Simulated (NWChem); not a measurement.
System: C₂H₇NZr; SMILES [NH]=[Zr]([CH3])[CH3]

Program: NWChem. The geometry was optimised at PBE0/def2-SVP. No frequency run checked for a minimum. def2 effective core potentials on Zr; no spin-orbit coupling.

For level B3LYP/def2-SVP:

```
Property                     Value
---------------------------  -----
highest occupied level (eV)  -6.20
dipole (D)                    3.71
```

Estimate the same quantities for level B3LYP/def2-TZVP.


- highest occupied level (eV) = -6.34
- dipole (D) = 3.91
